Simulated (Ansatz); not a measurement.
`B[Se][SiH2][SiH3]` + `C[SiH3]` → `B[Se][SiH2]C` + disilane  (formal exchange of groups at the Se–Si bond)

Computed with Ansatz on PBE0-D4/def2-TZVP structures; ΔE is electronic, products minus reactants. CCSD(T)/CBS is the MP2 limit (def2-TZVPP, def2-QZVPP) plus CCSD(T) − MP2 in def2-TZVPP, frozen cores. This one scheme is used for every species. DFT in def2-TZVPP. For Se outer-core shells are correlated without core-valence functions, which leaves a few kJ/mol of doubt a bond. Scalar relativity is left out up to krypton. Each species was taken in one conformer, which may not be the lowest.

(1) Is it downhill or uphill in electronic energy at CCSD(T)/CBS, and by how much? (An estimate is asked.)

(2) What do these levels give: ωB97X-V, B2PLYP, HF/def2-TZVPP, HF/def2-QZVPP, HF/CBS(def2), MP2/CBS(def2)? (Best estimate.)

Largest T1 diagnostic among the species: 0.014.

## Answers

(1) The calculation gave: Downhill: ΔE = -3.4 kJ/mol.

(2) The calculation gave: ωB97X-V -4.1, B2PLYP -3.7, HF/def2-TZVPP -4.1, HF/def2-QZVPP -4.1, HF/CBS(def2) -4.1, MP2/CBS(def2) -2.9 kJ/mol.
